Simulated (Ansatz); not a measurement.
Geometry optimisation, Ansatz 0.2.0, RKS PBE0/def2-SVP.

The input (input.yaml):

```yaml
crystal:
  periodic: [false, false, false]
  atoms:
    - { symbol: Si, position_ang: [-0.757, -0.9212, -0.4615] }
    - { symbol: Si, position_ang: [0.3948, 1.3102, 0.1637] }
    - { symbol: F, position_ang: [0.0809, -1.9473, -1.3619] }
    - { symbol: F, position_ang: [-1.3362, -1.8914, 0.6756] }
    - { symbol: F, position_ang: [-2.0698, -0.741, -1.361] }
    - { symbol: H, position_ang: [1.3063, -0.111, 1.0011] }
    - { symbol: H, position_ang: [0.7581, -0.8357, 0.653] }
    - { symbol: H, position_ang: [0.1521, 1.4296, 1.595] }
    - { symbol: H, position_ang: [1.7137, 1.2105, -0.4462] }
    - { symbol: H, position_ang: [-0.2429, 2.4971, -0.4577] }
basis:
  gaussian: { orbitals: def2-SVP }
hamiltonian:
  xc: pbe0
relax:
  f_tol: 0.15
  max_steps: 25
  restrain:
    - { distance: [0, 6], at: 2.72, k: 30.0 }
    - { distance: [5, 1], at: 2.72, k: 30.0 }
    - { distance: [0, 1], at: 2.22, k: 30.0 }
    - { distance: [5, 6], at: 0.62, k: 30.0 }
```

Launched with:

```bash
$ ansatz run input.yaml --threads 2 --pin off --max-ram 3072MiB --backend cpu --events-out ev --progress --plain --runs-dir out
```

Q: Where does it end, and by what steps?

A: The forces met the threshold. The restraints hold the end off the free minimum. After 7 steps the energy has fallen by 2.159 eV (the restraints' own energy left out); H7 moved furthest, 0.81 Å. Joined: H6–H7.

```
step  energy less start (eV)  largest force component (eV/Å)  accepted
   0                  0.0000                           3.578       yes
   1                 -1.1584                           2.050       yes
   2                 -1.1336                           3.513       yes
   3                 -1.4879                           3.181       yes
   4                 -2.0176                           2.499       yes
   5                 -2.1570                           1.504       yes
   6                 -2.1622                           1.638       yes
   7                 -2.1591                           1.952       yes
```

```xyz
10
Properties=species:S:1:pos:R:3
Si -0.799 -0.714 -0.555
Si 0.143 1.260 -0.015
F 0.143 -1.607 -1.504
F -1.126 -1.611 0.745
F -2.197 -0.536 -1.330
H 1.666 -0.748 1.023
H 1.138 -1.105 1.319
H -0.050 1.487 1.447
H 1.596 1.216 -0.345
H -0.514 2.357 -0.784
```

Whether the end is a true minimum wasn't checked by a vibrational analysis.

Run time: 23 s on 2 threads of Arm Neoverse V1, with other jobs on the host, peak memory 0.22 GiB.
